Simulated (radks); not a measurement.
Results of a calculation; reference values are marked as such.
Problem. The mean radii <r> (bohr) of the occupied orbitals of an atom or ion are listed with their occupations. Code: a radial shooting solver on a logarithmic mesh with Libxc functionals. Model: scalar-relativistic Kohn-Sham, LDA (Slater exchange, Perdew-Wang correlation), spin-polarised, spherical densities, finite nucleus; Fermi nuclear charge, rms radius of each element as measured or else 0.836 A^(1/3) + 0.57 fm.

orbital  occ.      <r>
1s          2  0.01968
2s          2  0.08340
2p          6  0.07417
3s          2   0.2170
3p          6   0.2164
3d         10   0.1961
4s          2   0.4882
4p          6   0.5186
4d         10   0.5605
5s          2    1.207
5p          6    1.440
4f         14   0.7794

Name the element and its charge. Open shells, if any, are filled with parallel spins first.

Solution. Z = 70, ytterbium, charge +2: Yb2+ in [Xe] 4f14. The 1s radius gives Z: for a bare nucleus <r> = (2 gamma + 1)/(2Z) with gamma = sqrt(1 - (Z/c)^2), 0.01942 bohr for Z = 70, and screening makes it slightly larger (0.01968 here). The occupations add up to 68, and the charge is Z minus that.
